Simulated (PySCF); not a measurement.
C₂H₆SSi, SMILES C(=C/[SiH3])/S, CAM-B3LYP/def2-SVP optimised geometry.

```
10

Si     1.61    -0.68     0.00
C     -0.25    -0.68     0.00
C     -1.07     0.38     0.00
S     -0.68     2.09     0.00
H      2.16     0.02    -1.20
H      2.10    -2.09     0.00
H      2.16     0.02     1.20
H     -0.76    -1.66     0.00
H     -2.16     0.24     0.00
H      0.66     1.99     0.00
```

Density from CAM-B3LYP/def2-TZVP in PySCF 2.14.0 at that geometry.

Minimum of the electron density along straight lines between bonded atoms, close to the bond critical point (lines longer than 1.1 times the sum of covalent radii, or with two minima, are not listed):

```
bond    length / Å  ρ at the minimum / e bohr⁻³  ∇²ρ there / e bohr⁻⁵  position (fraction from the first atom)
------  ----------  ---------------------------  --------------------  ---------------------------------------
Si1–C2       1.868                        0.122                  0.20                                     0.39
C2–C3        1.340                        0.344                 -1.02                                     0.48
C3–S4        1.754                        0.205                 -0.41                                     0.48
Si1–H5       1.493                        0.120                  0.14                                     0.49
Si1–H6       1.487                        0.122                  0.15                                     0.49
Si1–H7       1.493                        0.120                  0.14                                     0.49
C2–H8        1.096                        0.274                 -0.93                                     0.65
C3–H9        1.096                        0.281                 -0.99                                     0.65
S4–H10       1.349                        0.216                 -0.64                                     0.65
```
